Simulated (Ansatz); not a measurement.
Reaction (redistribution): `CN[BH][AlH2]` + `BN[SiH2]NC` → `BNBNC` + `CN[SiH2][AlH2]`

Program: Ansatz. Geometries: PBE0-D4/def2-TZVP. ΔE: electronic, gas phase. CCSD(T)/CBS adds triple-zeta CCSD(T) − MP2 to the extrapolated MP2 energy (def2 sets, frozen cores). Functionals use def2-TZVPP. One conformer a species, not always the lowest.

```
             level  ΔE (eV)
            PBE-D4    -0.33
           PBE0-D4    -0.32
           ωB97X-V    -0.23
               PBE    -0.32
    MP2/def2-TZVPP    -0.17
SCS-MP2/def2-TZVPP    -0.16
     HF/def2-QZVPP    -0.22
     MP2/CBS(def2)    -0.17
```

Q: What does CCSD(T)/CBS give? (An estimate is asked.)

A: Computed: -0.21 eV. The listed levels differ from it by -0.12, -0.11, -0.02, -0.11, 0.04, 0.05, -0.01, 0.04 eV.

Largest T1 diagnostic among the species: 0.014.
